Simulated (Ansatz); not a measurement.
`[CH3][In]([NH2])[Cl]` → C• + Cl• + 5 H• + In• + N•  (atomization)

Calculated with Ansatz (gas phase, PBE0-D4/def2-TZVP geometries, no zero-point term in ΔE). CBS: MP2 limit from def2 TZ/QZ plus the TZ coupled-cluster correction, frozen cores. This one scheme is used for every species, atoms too. DFT in def2-TZVPP. B3LYP here is the variant with VWN-RPA as its local correlation; programs differ in this. HSE06 is defined as in plane-wave codes. No spin–orbit coupling; open shells (•) take unrestricted orbitals. Spin–orbit coupling would lower the free atoms: a little for C, Cl; strongly for In. def2 core potentials past Kr. Bonds to In are less sure, by a few kJ/mol each and by 10 to 20 or more in all where they break to atoms, as the def2 sets lack core-valence functions. Each species was taken in one conformer, which may not be the lowest.

(1) What is ΔE at CCSD(T)/CBS? (An estimate is asked.)

(2) What do these levels give: LDA (SPW92), B97M-V, r2SCAN0-D4, HSE06-D4, ωB97M-V, revPBE, B3LYP, HF/def2-SVP, CCSD(T)/def2-SVP, MP2/def2-QZVPP, HF/CBS(def2), CCSD/CBS(def2)? (Estimate.)

Largest T1 diagnostic among the species: 0.015.

Results:

(1) Computed: +692.9 kcal/mol.

(2) Ansatz gave: LDA (SPW92) 785.1, B97M-V 689.7, r2SCAN0-D4 677.7, HSE06-D4 687.5, ωB97M-V 691.9, revPBE 669.1, B3LYP 678.5, HF/def2-SVP 483.4, CCSD(T)/def2-SVP 640.2, MP2/def2-QZVPP 691.6, HF/CBS(def2) 488.4, CCSD/CBS(def2) 681.8 kcal/mol.

From BLYP to BHLYP (50 % exact exchange), in def2-TZVPP and without D4, ΔE moves by −12.7 kcal/mol: exact exchange takes away binding that semilocal exchange gives to molecules. At CCSD(T), def2-SVP lies −52.7 kcal/mol from the extrapolated value and def2-TZVPP −21.3 kcal/mol: correlation converges slowly with the basis, and small sets miss more of it in the bonded molecule than in its fragments.

For atomizations the MP2-based limit and the directly extrapolated one differ by several kJ/mol either way, and by 10 to 25 for some Ge, Se and Sn compounds, so smaller differences from it don't rank the levels.
